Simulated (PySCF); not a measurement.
Vertical excitations of a molecule C2H7ClOSi from TDDFT-M06-2X/def2-SVPD run with PySCF, as energy in eV (oscillator strength): 7.17 (0.005), 7.60 (0.015), 7.70 (0.012), 7.93 (0.014), 8.23 (0.010), 8.51 (0.009), 8.52 (0.020), 8.68 (0.023), 8.72 (0.004), 8.87 (0.027). Lowest triplet (TDA): 6.91 eV. Geometry optimised at B3LYP-D3(BJ)/def2-SVP. The values are those of a single conformer.

Pick the molecule that these values belong to.
(A) COC[SiH2]Cl
(B) C[C@@H](O)[SiH2]Cl
(C) CO[Si@@H](C)Cl
(D) OCC[SiH2]Cl

D, OCC[SiH2]Cl
